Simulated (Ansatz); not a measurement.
Reaction (isomerisation): `C[SiH2]OC(=N)F` → `O=CNC(F)[SiH3]`

Gas-phase electronic energies from Ansatz, PBE0-D4/def2-TZVP geometries. CCSD(T)/CBS is the MP2 limit (def2-TZVPP, def2-QZVPP) plus CCSD(T) − MP2 in def2-TZVPP, frozen cores. DFT in def2-TZVPP. B3LYP here is the variant with VWN-RPA as its local correlation; programs differ in this. One conformer a species, not always the lowest.

| level | ΔE (kJ/mol) | difference from CCSD(T)/CBS |
| --- | --- | --- |
| PBE-D4 | 121.3 | -20.1 |
| B3LYP-D4 | 131.0 | -10.4 |
| ωB97X-V | 133.3 | -8.1 |
| ωB97M-V | 141.0 | -0.4 |
| PBE | 121.7 | -19.7 |
| r2SCAN | 141.1 | -0.3 |
| PBE0 | 132.8 | -8.6 |
| B3LYP | 131.5 | -9.9 |
| HF/def2-TZVPP | 148.7 | 7.3 |
| SCS-MP2/def2-TZVPP | 141.5 | 0.1 |
| CCSD(T)/def2-TZVPP | 141.4 | 0.0 |
| HF/def2-QZVPP | 150.2 | 8.8 |
| MP2/def2-QZVPP | 146.2 | 4.8 |
| HF/CBS(def2) | 150.5 | 9.1 |
| MP2/CBS(def2) | 145.8 | 4.4 |
| CCSD/CBS(def2) | 143.8 | 2.4 |
| CCSD(T)/CBS | 141.4 | 0 |

Largest T1 diagnostic among the species: 0.015.

From PBE to PBE0 (25 % exact exchange), in def2-TZVPP and without D4, ΔE moves by +11.1 kJ/mol. In def2-TZVPP, CCSD(T) changes the Hartree–Fock value by −7.4 kJ/mol (the triples alone add −2.3 kJ/mol) and MP2 by −3.1 kJ/mol.

CCSD(T)/CBS has its own doubt, a few kJ/mol and more with outer-core shells, so smaller differences from it don't rank the levels.
